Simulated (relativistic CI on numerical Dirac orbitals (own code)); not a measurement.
Cr²⁺ in a cubic cluster: 3p photoemission with charge transfer

Computed with a charge-transfer multiplet model of a cubic metal-ligand cluster with up to one ligand hole, Slater and spin-orbit integrals from Dirac-Coulomb-Breit ions, Slater integrals scaled by 0.7. The parameters are those of a tetrahedral site (10Dq negative, t2 hopping the larger). The ground state mixes d4 with configurations of k ligand holes L, whose averages lie at kΔ + k(k − 1)U_dd/2; a core hole lowers each added d electron by U_cd. 300 K, Lorentzian 0.9 eV and Gaussian 0.8 eV FWHM.

Atomic integrals in eV (Slater integrals scaled, ζ unscaled), ground: F2dd 6.716, F4dd 4.172, zeta_d 0.027; with the core hole: F2dd 7.561, F4dd 4.735, zeta_d 0.032, zeta_core 0.680, F2cd 8.184, G1cd 10.165, G3cd 6.187.

Cluster parameters (eV): U_dd = 6.2, U_cd = 7.1, 10Dq = -0.25, 10Dq(ligand) = 0, V(eg) = 0.75, V(t2g) = -1.27, final-state hopping factor = 1.

Weights, n_d and S are thermal averages at 300 K. Binding energies count from the first peak over 30 % of the highest in each spectrum, which can be another peak from case to case. The parameters are a model scan and need not match a compound or its usual spin state. Peaks in eV (height, largest 100): 0.0 (100), 3.3 (86), 5.0 (63), 8.3 (21), 10.3 (21), 13.5 (25), 16.0 (29), 18.2 (21), 22.7 (11).

Task: Which parameters give this spectrum?
A. Δ = 3.7 eV
B. Δ = 4.7 eV
C. Δ = 6.7 eV

Result: C. Δ = 6.7 eV; the ground state then has 4.11 d electrons and S = 2.00. The choice follows from running the model for each set and comparing peak positions and heights. The space is cut while the next configuration still counts.
